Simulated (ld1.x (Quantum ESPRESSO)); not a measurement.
# silicon (Si), ultrasoft: configuration errors across variants

ld1.x (Quantum ESPRESSO) 7.5 input, shortened:

```
&input
   title='Si', zed=14., rel=0, dft='PBE', iswitch=3,
   config='[Ne] 3s1.5 3p2.5 3d-2'
 /
 &inputp
   pseudotype=3, tm=.true., lloc=-1, rcloc=1.85,
   nlcc=.true., new_core_ps=.true., rcore=1.65
 /
6
3S  1  0   1.50   0.00  1.85  2.15  0.0
3S  1  0   0.00   0.30  1.85  2.15  0.0
3P  2  1   2.50   0.00  1.85  2.15  0.0
3P  2  1   0.00   0.75  1.85  2.15  0.0
3D  3  2  -2.00  -0.05  1.70  1.95  0.0
3D  3  2  -2.00   0.80  1.70  1.95  0.0
 &test
   configts(1)='3s1.5 3p2.5'
 /
```

All-electron excitation energies from the reference (eV): (1) 3s2 3p2 -3.360; (2) 3s2 3p1 4.391; (3) 3s2 3p0 20.396; (4) 3s1 3p2 11.759; (5) 3s2 3p1.5 -0.433; (6) 3s2 3p2.3 -4.293; (7) 3s1 3p0 54.298.

2 further variants failed, have other tests or too few solved ones, and are left out.

Errors AE − PS in meV (a dash: test not solved or not reliable):

| change | (1) | (2) | (3) | (4) | (5) | (6) | (7) | bound ghosts |
| --- | --- | --- | --- | --- | --- | --- | --- | --- |
| base | -0.3 | 0.0 | +8.7 | +1.4 | -0.4 | -0.2 | +81 | none |
| all radii but the core radius scaled by about 0.84 (s 1.82, p 1.82, d 1.64 bohr, rcut 1.56/1.56/1.44); local potential all-electron potential smoothed inside 1.56 bohr (lloc = -1) | +0.3 | +0.8 | +6.3 | +1.4 | +0.4 | +0.3 | +63 | none |
| local potential all-electron potential smoothed inside 2.10 bohr (lloc = -1) | -0.3 | 0.0 | +8.7 | +1.4 | -0.4 | -0.2 | +81 | none |
| wave 3d channel at 0.8 Ry: rcut 1.70, rcutus 1.95 bohr becomes 3d channel at -0.14 Ry: rcut 1.70, rcutus 1.95 bohr | -0.3 | 0.0 | +8.7 | +1.4 | -0.4 | -0.2 | +81 | none |
| waves 3d channel at -0.05 Ry: rcut 1.58, rcutus 1.68 bohr; 3d channel at 0.8 Ry: rcut 1.58, rcutus 1.68 bohr | -0.3 | 0.0 | +8.7 | +1.4 | -0.4 | -0.2 | +81 | none |
| core correction Bessel-smoothed model core inside 2.18 bohr | 0.0 | -1.3 | -4.9 | -0.2 | -0.3 | -0.1 | +24 | none |

Problem. Give the same row for: waves 3p (bound): rcut 1.85, rcutus 3.00 bohr; 3p channel at 0.75 Ry: rcut 1.85, rcutus 3.00 bohr.

Solution. -0.2, 0.0, +8.7, +2.0, -0.5, -0.1, +81; bound ghosts: none.
